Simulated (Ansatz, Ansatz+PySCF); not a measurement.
| atom | x (Å) | y (Å) | z (Å) |
| --- | --- | --- | --- |
| Li | 0.0000 | 0.0000 | -0.9269 |
| N | 0.0000 | 0.0000 | 0.9269 |

Basis set: def2-SVP (spherical functions). Left uncorrelated: 1 orbital. Charge 0, multiplicity 3.

Computed with Ansatz (development build ahead of 0.2.0); each method stands on the lowest determinant of its kind that the runs found.

(1) Give the atomization energy at this shape (free ground-state atoms in the same class of orbitals less the molecule, no zero-point energy) of triplet LiN by UHF-CCSD(T), UHF-MP2, ROHF, UHF.

Results:

(1)

```csv
method,atomization energy
UHF-CCSD(T),19.92 kcal/mol
UHF-MP2,18.28 kcal/mol
ROHF,-3.52 kcal/mol
UHF,-2.89 kcal/mol
```
